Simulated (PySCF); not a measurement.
Ga(I)(OH)2 (GaH2IO2), SMILES [OH][Ga]([OH])[I]. Geometry: PBE-D3(BJ)/def2-SVP. The structure was generated by enumeration; whether it is a known compound was not checked. The def2 effective core potentials stand for the cores of I; spin–orbit coupling is left out. One conformer was computed; it need not be the lowest.

**Question.** Give the equilibrium geometry at PBE-D3(BJ)/def2-SVP (PySCF confirms it by a frequency run) as a Z-matrix, and its point group. (An estimate is asked for; the answer gives what the named calculation found.)

**Answer.** This is not unique; one that fits is point group Cs.
```
Ga
O 1 1.7920
H 2 0.9770 1 109.85
O 1 1.7984 2 117.47 3 0.00
H 4 0.9757 1 111.76 2 180.00
I 1 2.4879 2 118.98 3 180.00
```
Charge 0, spin multiplicity 1.
